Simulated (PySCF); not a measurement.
**From a computed spectrum to the compound**

A species of 3 atoms with charge 1 has these harmonic modes (PBE0, small Gaussian bases with core potentials, PySCF 2.14.0):

```csv
cm⁻¹,km/mol,symmetry
83,5.2,a1
400,18.1,a1
405,85.4,b2
```

**Question.** Which species is it, and in which structure?

**Answer.** [YbCl2]+ (singlet in the valence; each metal's 4f electrons, 13 of them, lie in its core potential, out of spins and levels):
```xyz
3

Yb    0.0000    0.0000   -0.3708
Cl    1.9396    0.0000    0.9221
Cl   -1.9396    0.0000    0.9221
```
Ideal gas at 298.15 K and 1 bar: S = 315.7 J/(mol K), Cp = 53.7 J/(mol K), H − H(0 K) = 13.5 kJ/mol (rigid rotor, harmonic modes, spin degeneracy alone, that of the 4f electrons in the core included). An lcecp potential fixes the number of 4f electrons, so in runs with it no electron can move into or out of that shell.
 The answer isn't unique; the calculation gave this one.
